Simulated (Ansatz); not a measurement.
Gas-phase reaction R1 → 2 P1, each structure at its B3LYP-D3(BJ)/def2-TZVP stationary point, reached from a drawn start (curvature not checked).
R1: Br2 (SMILES BrBr), charge 0, multiplicity 1.
P1: Br atom, charge 0, multiplicity 2.

P less R. No zero-point or thermal terms; singlets are restricted closed shells; open shells are unrestricted; no spin–orbit coupling.

Correlated levels freeze the cores. In cc and def2 sets filled d and f shells under p-block atoms count as core. CBS: X⁻³ extrapolation of the correlation energy, Hartree–Fock from the larger set.

Programs: Ansatz (Gaussian basis) for Hartree–Fock, density functionals and correlated methods. Each number belongs to the level named beside it.

PBE/def2-TZVPP gives 57.30 kcal/mol for the reaction energy.

How do the other levels lie against it? Give each less PBE: r2SCAN/def2-TZVPP, PBE0/def2-TZVPP, wB97M-V/def2-TZVPP, B2PLYP/def2-TZVPP, MP2/CBS(cc-pVTZ, cc-pVQZ), CCSD(T)/CBS(cc-pVTZ, cc-pVQZ).

r2SCAN/def2-TZVPP -4.39; PBE0/def2-TZVPP -5.48; wB97M-V/def2-TZVPP -8.34; B2PLYP/def2-TZVPP -9.38; MP2/CBS(cc-pVTZ, cc-pVQZ) -2.36; CCSD(T)/CBS(cc-pVTZ, cc-pVQZ) -5.41 kcal/mol. 0 of 6 lie above PBE; the widest gap is to B2PLYP/def2-TZVPP.

Ansatz is a quantum-chemistry and plane-wave program.
